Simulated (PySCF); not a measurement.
C4H8NO, SMILES [CH2]C(=O)N(C)C, multiplicity 2. Atoms are numbered in the order given.

```xyz
14

C      1.6912    -0.9494    -0.1925
C      0.7880     0.1552     0.1258
O      1.2356     1.1935     0.6181
N     -0.5647    -0.0160    -0.1130
C     -1.4853     0.9981     0.3524
C     -1.1497    -1.2012    -0.6975
H      1.3782    -1.9771    -0.3848
H      2.7561    -0.7256    -0.1134
H     -2.1093     1.3718    -0.4785
H     -2.1580     0.5971     1.1333
H     -0.8996     1.8256     0.7706
H     -0.4527    -1.6889    -1.3910
H     -1.4717    -1.9406     0.0620
H     -2.0398    -0.9144    -1.2803
```
Charge 0, spin multiplicity 2.

Geometry optimised at r2SCAN-D4/def2-SVP. The isomer is the one that the SMILES or the coordinates give; other isomers of the formula were not compared.

The numbers are results of PBE0/def2-TZVP run with PySCF, not measurements.

ESP charges are fitted to the potential on shells at 1.4 to 2.0 van der Waals radii. Atomic charges (e):

```csv
atom,meta-Löwdin,ESP fit,Löwdin,Mulliken spin
C1,-0.25,?,-0.09,0.99
C2,0.38,0.54,-0.49,-0.09
O3,-0.51,-0.54,0.06,0.14
N4,-0.14,?,0.15,0.05
C5,-0.25,?,-0.30,-0.01
C6,-0.24,?,-0.31,0.00
H7,0.13,0.19,0.12,-0.04
H8,0.15,0.21,0.13,-0.04
H9,0.11,0.16,0.12,0.00
H10,0.11,0.17,0.12,0.01
H11,0.16,0.20,0.14,0.00
H12,0.13,0.17,0.12,0.00
H13,0.11,0.17,0.12,0.00
H14,0.12,0.19,0.13,0.00
```

**Question.** What belongs in the gaps? (Estimate from the structure and the level; the computed values follow.)

**Answer.** 
- C1, ESP fit: -0.50
- N4, ESP fit: 0.16
- C5, ESP fit: -0.56
- C6, ESP fit: -0.56

Computed Mayer and Wiberg (Löwdin basis) orders of the bonds:
| bond | Mayer | Wiberg |
|---|---|---|
| C1–C2 | 1.13 | 1.43 |
| C2–O3 | 1.90 | 2.48 |
| C2–N4 | 1.20 | 1.46 |
| N4–C5 | 0.94 | 1.27 |
| N4–C6 | 0.97 | 1.29 |
| C1–H7 | 0.94 | 0.92 |
| C1–H8 | 0.96 | 0.92 |
| C5–H9 | 0.96 | 0.92 |
| C5–H10 | 0.96 | 0.92 |
| C5–H11 | 0.95 | 0.89 |
| C6–H12 | 0.96 | 0.90 |
| C6–H13 | 0.96 | 0.92 |
| C6–H14 | 0.96 | 0.91 |
